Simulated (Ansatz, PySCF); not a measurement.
System: C₃H₄O, charge 0, multiplicity 1. 
Structure (B3LYP-D3(BJ)/def2-TZVP (Ansatz, a first-principles code) minimum search):
```
C
H 1 1.0839
H 1 1.0839 2 114.69
C 1 1.4653 2 118.84 3 149.21
O 4 1.1941 1 147.60 2 -73.96
C 4 1.4653 5 147.60 1 180.00
H 6 1.0839 4 118.84 5 -73.96
H 6 1.0839 7 114.69 4 -149.21
```

Property: atomisation energy (electronic, to ground-state atoms), in kcal/mol. Correlated levels leave the core frozen unless marked. UHF or UKS for open shells. Spin-orbit coupling is left out. Non-relativistic unless marked X2C. The coupled-cluster limit lacks core correlation, which all-electron functionals hold. CBS marks a two-point X^-3 extrapolation of the correlation energy; Hartree-Fock from the larger set.

```csv
level,program,atomisation energy (kcal/mol),minus last row,rough core time
HF/6-31G*,Ansatz,568.6,-234.9,-
PBE-D3(BJ)/def2-TZVPD,Ansatz + dftd3,839.1,35.6,under 20 s
BLYP-D4/def2-TZVPD,Ansatz + dftd4,810.4,6.9,under 20 s
BLYP/def2-TZVPD,Ansatz,804.4,0.9,under 20 s
revPBE/def2-TZVPD,Ansatz,805.6,2.1,under 20 s
r2SCAN-D3(BJ)/def2-TZVPD,Ansatz + dftd3,812.0,8.5,under 20 s
PBE0/6-31G*,Ansatz,815.5,12.0,under 20 s
BHLYP-D3(BJ)/def2-TZVPD,Ansatz + dftd3,774.5,-29.0,under 20 s
M06-2X/def2-TZVPD,PySCF,808.5,5.0,-
HSE06-D4/def2-TZVPD,Ansatz + dftd4,817.4,13.9,under 20 s
wB97X/def2-TZVPD,Ansatz,808.0,4.5,under 20 s
B2GP-PLYP-D3(BJ)/def2-TZVPD,Ansatz + dftd3,797.0,-6.5,under 20 s
B2PLYP-D3(BJ)/def2-TZVPD,Ansatz + dftd3,800.3,-3.2,under 20 s
B2PLYP-D4/def2-TZVPD,Ansatz + dftd4,800.0,-3.5,under 20 s
MP2/6-31G,Ansatz,688.2,-115.3,-
MP2/cc-pVQZ,Ansatz,816.9,13.4,-
RI-MP2/aug-cc-pVTZ,Ansatz,807.9,4.4,under 20 s
SCS-MP2/aug-cc-pVTZ,Ansatz,799.3,-4.2,-
CCSD(T)/aug-cc-pVTZ,Ansatz,786.7,-16.8,-
X2C-CCSD(T)/cc-pVTZ-DK,Ansatz,782.4,-21.1,21 s
"CCSD(T)/CBS(cc-pVTZ,cc-pVQZ)",Ansatz,803.5,0.0,-
```

Core times are rough, on shared machines, summed over the molecules involved; a dash marks a level read off another run, or run on other hardware, by another program or under a memory cap.
